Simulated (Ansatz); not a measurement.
Basis-set extrapolation for C$_{3}$H$_{8}$BN (`BNC(=C)C`) (PBE0-D4/def2-TZVP geometry, frozen core, Ansatz). Multiplicity 1, RHF reference.

```
                      def2-TZVPP   def2-QZVPP
                 HF  -197.486279  -197.495641
    MP2 correlation    -0.814700    -0.867496
CCSD(T) correlation    -0.896593      not run
```

Energies in hartree. Use E(X) = E(∞) + A·exp(−7.88·√X) for Hartree–Fock and E(X) = E(∞) + B·X^(−2.97) for correlation, with X = 3 and 4, and add CCSD(T) minus MP2 of the smaller set to the MP2 limit.

Task: What is the CCSD(T) energy at the basis-set limit?

Result: HF limit: -197.495641 + (-0.009362) × 0.13774 = -197.49693. MP2 limit: -0.867496 + (-0.052796) × 0.74074 = -0.90660. Higher-order term: -0.896593 − (-0.814700) = -0.08189. Total: -198.48542 hartree, 269.2 kJ/mol below CCSD(T)/def2-TZVPP.
